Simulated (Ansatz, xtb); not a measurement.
**Two isomers of C3H5ClSeSi**

We compare I, `C#C[Si@H](Cl)[Se]C`, a singlet, with II, `C=C1C[Si@H](Cl)[Se]1`, a singlet. Both are isolated molecules in the gas phase, relaxed with PBE-D3(BJ)/def2-SVP, each in the lowest conformer that the search found.

I (Å):

```yaml
atoms:
  - { symbol: C, position_ang: [1.8318, 1.9398, 2.9583] }
  - { symbol: C, position_ang: [1.5769, 2.0145, 1.7587] }
  - { symbol: C, position_ang: [-1.1733, 2.3038, -2.1259] }
  - { symbol: Cl, position_ang: [2.0050, 3.8544, -0.8445] }
  - { symbol: Se, position_ang: [-1.1032, 2.1600, -0.1528] }
  - { symbol: Si, position_ang: [1.1656, 2.1251, -0.0180] }
  - { symbol: H, position_ang: [2.0581, 1.8749, 4.0151] }
  - { symbol: H, position_ang: [1.7656, 0.9840, -0.7815] }
  - { symbol: H, position_ang: [-0.7963, 1.3780, -2.5981] }
  - { symbol: H, position_ang: [-2.2374, 2.4485, -2.3880] }
  - { symbol: H, position_ang: [-0.5853, 3.1793, -2.4571] }
```

II (Å):

```yaml
atoms:
  - { symbol: C, position_ang: [-0.5652, -0.3163, 1.4835] }
  - { symbol: C, position_ang: [-0.7803, 0.6749, 0.6029] }
  - { symbol: C, position_ang: [-0.4131, 0.7241, -0.8741] }
  - { symbol: Cl, position_ang: [-0.5632, 3.7931, -2.2487] }
  - { symbol: Se, position_ang: [-1.7276, 2.3449, 0.9944] }
  - { symbol: Si, position_ang: [-1.5158, 2.2104, -1.2886] }
  - { symbol: H, position_ang: [-0.0313, -1.2260, 1.1633] }
  - { symbol: H, position_ang: [-0.9018, -0.2598, 2.5292] }
  - { symbol: H, position_ang: [0.6527, 1.0073, -1.0148] }
  - { symbol: H, position_ang: [-0.5912, -0.2287, -1.4138] }
  - { symbol: H, position_ang: [-2.7844, 1.9679, -2.0493] }
```

Question: Estimate E(II) − E(I) at the level CCSD(T)/def2-SVP + ΔMP2/def2-TZVPP.

Answer: Calculated at CCSD(T)/def2-SVP + ΔMP2/def2-TZVPP: E(II) − E(I) = −15.8 kcal/mol, so structure II lies lower.

Level by level:

| level | geometry | E(II) − E(I) (kcal/mol) | departure from the last row (kcal/mol) | job, with rough time for the two |
| --- | --- | --- | --- | --- |
| GFN2-xTB | GFN2-xTB | −24.2 | −8.3 | optimisation, 0.25 s |
| HF/STO-3G | GFN2-xTB | −22.4 | −6.6 | single point, 0.44 s |
| r2SCAN-D4/def2-SVP | GFN2-xTB | −22.7 | −6.8 | single point, 3.5 s |
| PBE-D3(BJ)/def2-SVP | PBE-D3(BJ)/def2-SVP | −24.5 | −8.7 | optimisation, 38 s |
| HF/def2-SVP | PBE-D3(BJ)/def2-SVP | −12.8 | +3.0 | part of the CCSD(T) run |
| MP2/def2-SVP | PBE-D3(BJ)/def2-SVP | −16.0 | −0.2 | part of the CCSD(T) run |
| CCSD(T)/def2-SVP | PBE-D3(BJ)/def2-SVP | −17.0 | −1.2 | single point |
| CCSD(T)/def2-SVP + ΔMP2/def2-TZVPP | PBE-D3(BJ)/def2-SVP | −15.8 |  | single point, 49 s |

As drawn, II has 1 C=C, 1 C–C in place of 1 C≡C. Structure I has no ring, II a 4-membered ring.

None of the levels shown reverses the order. The largest departure from CCSD(T)/def2-SVP + ΔMP2/def2-TZVPP is that of PBE-D3(BJ)/def2-SVP, 8.7 kcal/mol. The last row adds to CCSD(T) the change of the MP2 difference between the two basis sets, here +1.2 kcal/mol.

With thermal terms from frequencies at re-optimised GFN2-xTB minima (ideal gas, soft modes damped towards free rotors, one conformer each, 298.15 K, 1 atm): the zero-point term adds +2.1 kcal/mol; ΔH is −15.0 and ΔG −12.1 kcal/mol.

The correlated steps freeze 22 core orbitals; the filled d shell of Se is correlated, in a basis made for valence electrons. Programs: Ansatz 0.2.0, xtb 6.7.1; the last row on 4 threads of Arm Neoverse V2 on a shared host.
